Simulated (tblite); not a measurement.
Task: What does the GFN2-xTB structure of InChI=1S/C5H9N2O/c1-4(2)5-6-3-7-8-5/h3-4,7H,1-2H3 look like in three dimensions? (Doublet state.)

Result: 
Z-matrix in Å and degrees, rows numbered from 1:
```
C 
C   1  1.5310
C   2  1.5332  1  110.38
C   2  1.4820  1  110.06  3  -121.60
N   4  1.3058  2  128.90  1    57.24
C   5  1.3156  4  107.55  2   178.39
N   6  1.4099  5  111.41  4     3.17
O   4  1.3986  2  119.04  1  -124.00
H   1  1.0870  2  110.63  3  -177.72
H   1  1.0865  2  109.62  3    62.49
H   1  1.0872  2  109.98  3   -57.54
H   2  1.0945  1  109.71  3   120.73
H   3  1.0873  2  110.69  1   178.15
H   3  1.0867  2  109.69  1   -61.93
H   3  1.0871  2  110.02  1    58.01
H   6  1.0661  5  126.49  4   178.57
H   7  1.0195  6  119.19  5  -127.58
```

The 5-membered ring C4–N5–C6–N7–O8 has internal angles of 104.2° to 112.0°; it is almost planar, 0.02 Å rms from its mean plane, widest ring torsion 5°. The 3 C–C bonds span 1.482 Å (C2–C4, drawn single) to 1.533 Å (C2–C3, drawn single), a spread of 0.051 Å. N5 (nitrogen bonded to 2 C) is bent (angle 107.5°). O8 (oxygen bonded to C and N) is bent (angle 104.6°).

The geometry is computed with GFN2-xTB (gas phase). This method treats the open shell by occupation alone, without spin polarisation.

Its lowest GFN2-xTB frequency is 8i cm⁻¹, too small to tell a flat minimum from a shallow saddle. Torsions: C1–C2–C4–N5 57°.

One conformer stands for the species.
